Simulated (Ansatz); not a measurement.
Species: CH$_{12}$Si$_{4}$, SMILES `[SiH3]C([SiH3])([SiH3])[SiH3]` (charge 0, multiplicity 1), formula CH12Si4.

Question: How many basis functions does frozen-core CCSD(T)/cc-pVDZ // PBE0-D3(BJ)/def2-SVP run with Ansatz (an electronic-structure program) use, how many core orbitals are frozen, and how many electrons are correlated?

Answer: 146 basis functions and 21 frozen orbitals, which leaves 32 correlated electrons. Core time is of the order of seconds.
